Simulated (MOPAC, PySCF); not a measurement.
[1.1.1]propellane `C1C23CC12C3`, neutral singlet in the gas phase. 

Cartesian coordinates (Å):
SMILES: C123C(C2)(C3)C1
```xyz
11

C     -0.8768    -0.8904     0.3517
C      0.2942    -0.0037     0.7237
C      1.1513    -0.3729    -0.4699
C     -0.2941     0.0037    -0.7237
C     -0.2746     1.2633     0.1181
H     -1.8595    -0.6238     0.7526
H     -0.6902    -1.9657     0.2704
H      1.4271    -1.4254    -0.5874
H      1.9210     0.3409    -0.7790
H     -1.2308     1.6247     0.5086
H      0.4324     2.0491    -0.1652
```
Charge 0, spin multiplicity 1.

All levels are single points at this geometry (B3LYP-D3(BJ)/def2-SVP); Pople sets use spherical d functions. Orbital energies aren't observables, and empty levels follow the basis.

| level | HOMO (eV) | LUMO (eV) | gap (eV) | dipole (D) | vertical IE, Delta-SCF (eV) |
|---|---|---|---|---|---|
| B3LYP-D3(BJ)/def2-SVP in PySCF | -7.18 | 0.23 | 7.41 | 0.00 | 9.62 |
| ωB97X-D3(BJ)/def2-SVP in PySCF | -9.79 | 2.62 | 12.41 | 0.00 | 9.73 |
| B3LYP/3-21G in PySCF | -6.79 | 0.58 | 7.37 | 0.00 | – |
| B3LYP/6-311+G** in PySCF | -7.31 | 0.02 | 7.33 | 0.00 | – |
| B3LYP/6-31G* in PySCF | -6.93 | 0.56 | 7.49 | 0.00 | 9.42 |
| BP86/6-31G* in PySCF | -6.11 | -0.31 | 5.80 | 0.00 | – |
| SVWN5/6-31G* in PySCF | -6.09 | -0.36 | 5.73 | 0.00 | 9.65 |
| HF/3-21G in PySCF | -9.58 | 4.56 | 14.14 | 0.00 | – |
| HF/6-31G* in PySCF | -9.80 | 4.64 | 14.44 | 0.00 | 7.98 |
| AM1 in MOPAC | -9.80 | -0.04 | 9.76 | 0.00 | – |
| PM3 in MOPAC | -10.21 | -0.26 | 9.94 | 0.00 | – |
| PM6 in MOPAC | -9.93 | -0.20 | 9.74 | 0.00 | – |
| PM7 in MOPAC | -10.11 | -0.35 | 9.76 | 0.00 | – |
